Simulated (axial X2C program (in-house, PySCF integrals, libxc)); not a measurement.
# What spin–orbit coupling does to LiBa in a model world with the speed of light multiplied by 0.8

Calculated with an in-house relativistic program for diatomic molecules. Spin-free means the one-electron spin-free X2C Hamiltonian; two-component (2c) means X2C with spin–orbit coupling and atomic mean-field two-electron Coulomb and Gaunt terms, so the difference of the two also holds small scalar two-electron terms; the speed of light was multiplied by 0.8, so these are model numbers, not those of the real molecule. Basis: Ba dyall-v3z [14s14p9d3f], Li dyall-v3z [7s8p2d] (cores contracted in-house); Gaussian nuclei, density fitting, unrestricted open shells. Masses: Ba 137.905 u, Li 7.016 u.

Spin-free state: M_S = 1/2, Λ = 0 (beyond evenly filled blocks: σα); fragments Ba + Li.

```tsv
level	Re (Å)	ωe (cm⁻¹)	De (eV)	μ (D)
PBE0	3.740	175.2	0.374	-0.89
M06	3.810	153.9	0.271	0.03
TPSS	3.732	179.1	0.504	-1.17
```

Dipoles are positive if Li is the positive end.

Two-component determinant lowest at the distance of the search:

Ω = 1/2 (⟨Sz⟩ = 0.50, ⟨Lz⟩ = 0.00 at PBE0); fragments Ba + Li.

```
level  Re (Å)  ωe (cm⁻¹)  De (eV)  μ (D)
 PBE0   3.733      176.0    0.378  -0.86
  M06   3.800      155.0    0.274   0.10
 TPSS   3.726      179.9    0.508  -1.16
```

Task: From the two tables, how do the constants change at the PBE0 level (2c against spin-free)?

Result: At the PBE0 level Re falls by 0.007 Å and ωe rises by 0.8 cm⁻¹; De changes by 0.004 eV.

Occupations by symmetry block were frozen at the best pattern of an incomplete PBE0 search. De is counted from the lowest determinant-based energies of the atoms at the same level, without counterpoise correction. Density functionals use the spin component along the axis (collinear). Some points did not converge and are left out.
